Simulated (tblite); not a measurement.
Species: C3H6Ge2NO (doublet state).
Numbering: `[N:1]#[C:2][Ge@@H:3]1[CH:4][CH2:5][GeH2:6][O:7]1` (hydrogens: H8 on Ge3; H9 on C4; H10, H11 on C5; H12, H13 on Ge6)
Bond orders are those of one Lewis drawing.

Computed with GFN2-xTB (tblite), gas phase: L-BFGS steps from a force-field or distance-geometry start until the largest atomic force falls under 0.01 eV/Å.

Step 1: E = -549.3724 eV
```
atom  x, y, z in Å  |  force x, y, z in eV/Å
N1      3.9787   -0.4025    0.8631    7.966  -2.580   1.897
C2      2.9668   -0.0792    0.6282   -7.480   2.632  -2.085
Ge3     1.1700    0.4598    0.2724    0.346   0.234   0.638
C4     -0.1336   -0.6752    1.1310   -0.389  -0.148  -0.911
C5     -1.4029   -0.1530    0.5638   -0.076  -0.203   0.820
Ge6    -1.0698    0.0769   -1.3843   -0.380   0.078  -0.550
O7      0.7144    0.2358   -1.4562   -0.511   0.051   0.253
H8      0.8706    1.9095    0.6654    0.298  -0.075  -0.178
H9      0.0204   -1.7463    0.9821   -0.095   0.095   0.419
H10    -2.2895   -0.7553    0.7596    0.022  -0.074   0.081
H11    -1.5717    0.8611    0.9510   -0.140  -0.054  -0.041
H12    -1.7181    1.3901   -1.7990    0.175  -0.099  -0.236
H13    -1.5396   -1.1213   -2.1947    0.263   0.143  -0.107
```

Step 2: E = -549.6401 eV
```
atom  x, y, z in Å  |  force x, y, z in eV/Å
N1      4.0100   -0.4131    0.8713    0.203  -0.104   0.076
C2      2.9503   -0.0700    0.6184    0.425   0.117  -0.218
Ge3     1.1678    0.4687    0.2815    0.110   0.014   0.489
C4     -0.1432   -0.6807    1.1129   -0.013   0.126  -0.523
C5     -1.4051   -0.1587    0.5860   -0.051   0.044   0.073
Ge6    -1.0765    0.0786   -1.3987   -0.257   0.042  -0.103
O7      0.7072    0.2361   -1.4518   -0.516   0.092   0.232
H8      0.8757    1.9063    0.6621    0.265   0.080  -0.130
H9      0.0188   -1.7413    0.9894   -0.062  -0.231   0.336
H10    -2.2856   -0.7539    0.7592   -0.292  -0.292   0.204
H11    -1.5738    0.8590    0.9490   -0.138   0.054   0.058
H12    -1.7148    1.3874   -1.8019    0.112   0.021  -0.288
H13    -1.5352   -1.1181   -2.1953    0.215   0.036  -0.205
```

**Question.** Estimate the geometry and energy of step 3. (The exact step hangs on the optimiser's Hessian estimate; all steps are aligned on step 2, rigid shifts and turns removed.)

**Answer.** E = -549.6728 eV, largest force 0.591 eV/Å
```
atom  x, y, z in Å  |  force x, y, z in eV/Å
N1      4.0162   -0.4158    0.8735   -0.038  -0.017   0.000
C2      2.9577   -0.0676    0.6137    0.573   0.045  -0.137
Ge3     1.1685    0.4715    0.2912    0.175  -0.071   0.331
C4     -0.1460   -0.6803    1.1002    0.102   0.003  -0.293
C5     -1.4065   -0.1596    0.5933   -0.241   0.034  -0.134
Ge6    -1.0821    0.0797   -1.4042   -0.203   0.033   0.034
O7      0.6976    0.2376   -1.4472   -0.462   0.116   0.238
H8      0.8810    1.9066    0.6593    0.248   0.147  -0.095
H9      0.0174   -1.7433    0.9964   -0.067  -0.183   0.309
H10    -2.2888   -0.7578    0.7621   -0.217  -0.241   0.208
H11    -1.5764    0.8592    0.9494   -0.134   0.068   0.079
H12    -1.7123    1.3870   -1.8070    0.075   0.072  -0.305
H13    -1.5308   -1.1167   -2.1984    0.190  -0.004  -0.234
```

The energy changes by -0.0326 eV. The first-order estimate −F·Δx gives -0.0376 eV and the mean of the old and new forces, exact on a quadratic surface, -0.0326 eV. The step makes an angle of 21° with the force vector and moves no atom by more than 0.013 Å.

The cost below is that of the whole relaxation. Time: 0.57 s wall. Hardware: one thread of an Arm Neoverse V1, on a shared host.
